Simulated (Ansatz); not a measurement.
`CCC[O][AlH2]` → `CO[CH2][AlH][CH3]`  (isomerisation)

Calculated with Ansatz (gas phase, PBE0-D4/def2-TZVP geometries, no zero-point term in ΔE). CBS: MP2 limit from def2 TZ/QZ plus the TZ coupled-cluster correction, frozen cores. DFT in def2-TZVPP. Each species was taken in one conformer, which may not be the lowest.

`CCC[O][AlH2]`:

Cartesian coordinates in Å:
```
C -1.069 1.923 -0.128
C -0.626 0.541 -0.573
C 0.624 0.080 0.150
O 1.055 -1.168 -0.316
Al 1.154 -2.701 0.380
H -1.971 2.240 -0.655
H -0.293 2.670 -0.323
H -1.287 1.946 0.943
H -0.426 0.529 -1.649
H -1.424 -0.188 -0.395
H 1.427 0.811 -0.014
H 0.432 0.056 1.234
H 0.717 -2.880 1.894
H 1.687 -3.859 -0.548
```

`CO[CH2][AlH][CH3]`:

Cartesian coordinates in Å:
```
C -1.461 -1.254 0.157
O -1.011 -0.775 -1.071
C 0.405 -0.844 -1.178
Al 1.374 0.517 -0.099
C 0.418 1.927 0.852
H -2.546 -1.141 0.186
H -1.029 -0.689 1.001
H -1.209 -2.315 0.297
H 0.641 -0.658 -2.235
H 0.755 -1.873 -0.989
H 2.968 0.461 -0.095
H 0.869 2.908 0.673
H -0.636 1.976 0.566
H 0.461 1.761 1.934
```

CCSD(T)/CBS gives +172.2 kJ/mol.

**Question.** Another level gave +171.9 kJ/mol. Which?
A. PBE/def2-TZVPP
B. SCS-MP2/def2-TZVPP
C. B2PLYP/def2-TZVPP
D. LDA (SPW92)/def2-TZVPP

**Answer.** C. B2PLYP 171.9, LDA (SPW92) 157.7, PBE 152.9, SCS-MP2/def2-TZVPP 179.7 kJ/mol.

Largest T1 diagnostic among the species: 0.011.

From PBE to PBE0 (25 % exact exchange), in def2-TZVPP and without D4, ΔE moves by +8.3 kJ/mol. Leaving LDA and LC-ωPBE aside and taking each functional with its dispersion term where it has one, the values, not all of them listed here, spread over 22.5 kJ/mol, from PBE-D4 to BHLYP-D4. LDA lies +4.8 kJ/mol from PBE without D4.

CCSD(T)/CBS has its own doubt, a few kJ/mol and more with outer-core shells, so smaller differences from it don't rank the levels.
